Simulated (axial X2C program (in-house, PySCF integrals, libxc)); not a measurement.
# Spin–orbit effects along a row: molecules with Ge, HF

Computed with an in-house relativistic program for diatomic molecules, spin-free (one-electron X2C) or two-component (2c: spin–orbit coupling with atomic mean-field Coulomb and Gaunt terms, which also bring small scalar terms), in Dyall basis sets with cores contracted in-house; open shells are unrestricted.

Basis sets: As dyall-cv3z, Br dyall-cv3z, Ca dyall-cv3z, Ga dyall-cv3z, Ge dyall-cv3z, Ge dyall-v3z, K dyall-cv3z, Ni dyall-cv3z, Se dyall-v3z.

```json
{"molecule": "KGe", "spin-free state": "M_S = 3/2, Λ = 0", "Re (Å)": "3.170", "ωe (cm⁻¹)": "153.9", "De (eV)": "1.06", "2c state": "Ω = 3/2", "Re 2c (Å)": "3.171", "ωe 2c (cm⁻¹)": "153.7", "De 2c (eV)": "n/a"}
{"molecule": "CaGe", "spin-free state": "M_S = 1, Λ = 0", "Re (Å)": "2.929", "ωe (cm⁻¹)": "199.5", "De (eV)": "1.24", "2c state": "Ω = 1", "Re 2c (Å)": "2.930", "ωe 2c (cm⁻¹)": "199.2", "De 2c (eV)": "n/a"}
{"molecule": "NiGe", "spin-free state": "?", "Re (Å)": "?", "ωe (cm⁻¹)": "?", "De (eV)": "?", "2c state": "?", "Re 2c (Å)": "?", "ωe 2c (cm⁻¹)": "?", "De 2c (eV)": "?"}
{"molecule": "GaGe", "spin-free state": "M_S = 3/2, Λ = 0", "Re (Å)": "2.547", "ωe (cm⁻¹)": "198.8", "De (eV)": "1.48", "2c state": "Ω = 3/2", "Re 2c (Å)": "2.549", "ωe 2c (cm⁻¹)": "198.5", "De 2c (eV)": "n/a"}
{"molecule": "GeAs", "spin-free state": "M_S = 1/2, Λ = 1", "Re (Å)": "2.335", "ωe (cm⁻¹)": "249.3", "De (eV)": "0.87", "2c state": "Ω = 3/2", "Re 2c (Å)": "2.335", "ωe 2c (cm⁻¹)": "248.0", "De 2c (eV)": "n/a"}
{"molecule": "GeSe", "spin-free state": "M_S = 0, Λ = 0", "Re (Å)": "2.118", "ωe (cm⁻¹)": "440.0", "De (eV)": "2.72", "2c state": "Ω = 0", "Re 2c (Å)": "2.119", "ωe 2c (cm⁻¹)": "438.8", "De 2c (eV)": "n/a"}
{"molecule": "GeBr", "spin-free state": "M_S = 1/2, Λ = 1", "Re (Å)": "2.346", "ωe (cm⁻¹)": "285.9", "De (eV)": "2.23", "2c state": "Ω = 1/2", "Re 2c (Å)": "2.347", "ωe 2c (cm⁻¹)": "285.7", "De 2c (eV)": "n/a"}
```

Problem. Estimate the 2c Re and ωe of NiGe as the mean of its neighbours in the table.

Solution. Re ≈ 2.740 Å, ωe ≈ 198.8 cm⁻¹. The HF runs give the row below, so the estimate misses by 0.284 Å and 19.2 cm⁻¹.

```csv
molecule,spin-free state,Re (Å),ωe (cm⁻¹),De (eV),2c state,Re 2c (Å),ωe 2c (cm⁻¹),De 2c (eV)
NiGe,"M_S = 0, Λ = 3",2.452,181.2,-1.24,Ω = 3,2.455,179.7,n/a
```

Each entry is the lowest single determinant of a limited PBE0 search at one distance. De goes to single-determinant-based atoms at the same level (for ions the charge split of lowest energy) and is withheld (n/a) where an atom does not fit its ground term or J level. Main or longest-lived isotopes. One determinant is a doubtful description, or other states lie close, for KGe, CaGe, NiGe, GaGe, GeAs; these need not be ground states, and all values refer to the states named. Some open-shell Ω = 0 determinants are out of reach, so the Ω given for CaGe need not be the lowest component. With several unpaired electrons the Ω given is that of one determinant, not necessarily of the lowest component.
